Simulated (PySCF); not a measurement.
**Electronic structure of Os (osmium, neutral) at the r2SCANh level**

Configuration: [Xe] 4f14 5d6 6s1 6p1, one real determinant (an excited configuration). All numbers are calculated (PySCF 2.14, scalar relativity through the core potential, in aug-cc-pVDZ-PP with ECP60MDF (5s5p4d2f, 54 functions)).

```
Total energy                                                  : -90.7048 hartree
One-electron energy                                           : -154.4843 hartree
Hartree (Coulomb) energy                                      : 73.2418 hartree
Exchange-correlation energy                                   : -9.4623 hartree
⟨S²⟩                                                          : 12.0019
⟨L²⟩                                                          : 8.016
Sum of ⟨r⟩                                                    : 26.95 bohr
Sum of ⟨r²⟩                                                   : 62.96 bohr²
Traceless quadrupole moment −½Σ⟨3z² − r²⟩ along its main axis : -6.62 e·bohr²
```

```csv
shell,electrons,mean orbital energy (hartree),spread (hartree),"rms radius, mean of both spins (bohr)"
5s α,1,-3.56547,0,1.09
5s β,1,-3.44733,0,1.09
5p α,3,-2.06820,0.03851,1.26
5p β,3,-1.92057,0.00098,1.26
5d α,5,-0.36247,0.04784,1.96
6s α,1,-0.31602,0,3.06
5d β,1,-0.24774,0,1.96
6p α,1,-0.11456,0,4.32
```

⟨L²⟩ = 8.02 against 12 for a pure F term, so this real determinant mixes terms. Energies and moments cover only the electrons outside the core potential. Spin-orbit coupling, absent here, splits the open shell strongly.
